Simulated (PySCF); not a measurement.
AlH₂, SMILES [AlH2+], charge +1. The structure is a stationary point at ωB97X-D3(BJ)/def2-TZVPD. The multiplicity is an assumed one; other spin states were not compared. The isomer is the one that the SMILES or the coordinates give; other isomers of the formula were not compared.

### Question
Give the equilibrium geometry at ωB97X-D3(BJ)/def2-TZVPD (PySCF confirms it by a frequency run) as a Z-matrix, and its point group. (The exact figures need the calculation; the answer reports its results.)

### Answer
point group D∞h.
```
Al
H 1 1.5479
H 1 1.5479 2 180.00
```
Charge +1, spin multiplicity 1.
